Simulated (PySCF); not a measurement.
Coordinates in bohr (charge 0 multiplicity 2):
```
Ru   -0.0524    0.2732    0.1577
N     0.2296   -2.4092   -1.1656
H     1.3357    0.1835    2.9021
H     2.6594    1.5567    0.2525
H     0.5975    2.3877   -1.8712
H    -2.4882    1.7246   -1.0365
```

Method: UPBE0/[Ru def2-TZVP with ECP28, N def2-TZVP, H def2-TZVP], scalar-relativistic core potentials, density fitting, no spin–orbit coupling, PySCF.

This geometry of H4RuN is a stationary point at this level.

Question: What is the point group?

Answer: Cs.

Question: Is it a minimum?

Answer: Yes: all harmonic wavenumbers are real.

Question: List the harmonic modes with their infrared intensities.

Answer: 
| symmetry | ω (cm⁻¹) | IR (km/mol) | type |
| --- | --- | --- | --- |
| a'' | 411 | 214 | bend |
| a'' | 564 | 0.0 | bend |
| a' | 572 | 48.4 | bend |
| a' | 609 | 7.1 | bend |
| a' | 682 | 35.2 | bend |
| a' | 768 | 1.3 | bend |
| a'' | 846 | 4.1 | bend |
| a' | 1155 | 71.3 | stretch |
| a'' | 1972 | 72.9 | stretch |
| a' | 2033 | 27.0 | stretch |
| a' | 2131 | 4.2 | stretch |
| a'' | 2157 | 1.5 | stretch |

Question: Give the atomic charges and bond orders.

Answer: 
```json
{"atom": "Ru1", "Mulliken": "0.14", "Löwdin": "-0.09", "polar tensor": "0.19", "spin (Mulliken)": "0.64", "Mayer order to Ru1": "–"}
{"atom": "N2", "Mulliken": "-0.39", "Löwdin": "-0.15", "polar tensor": "-0.33", "spin (Mulliken)": "0.31", "Mayer order to Ru1": "2.64"}
{"atom": "H3,6", "Mulliken": "0.02", "Löwdin": "0.03", "polar tensor": "-0.04", "spin (Mulliken)": "0.02", "Mayer order to Ru1": "0.86"}
{"atom": "H4,5", "Mulliken": "0.10", "Löwdin": "0.09", "polar tensor": "0.11", "spin (Mulliken)": "0.00", "Mayer order to Ru1": "0.82"}
```

Question: Give the ideal-gas entropy at 298.15 K and 1 bar by parts.

Answer: translation 168.6, rotation 88.0, vibration 13.2, spin 5.8; total 275.5 J/(mol K).

This need not be the most stable arrangement of these atoms. Open d and f shells are described by one determinant, and the ground state may have another occupation or spin.
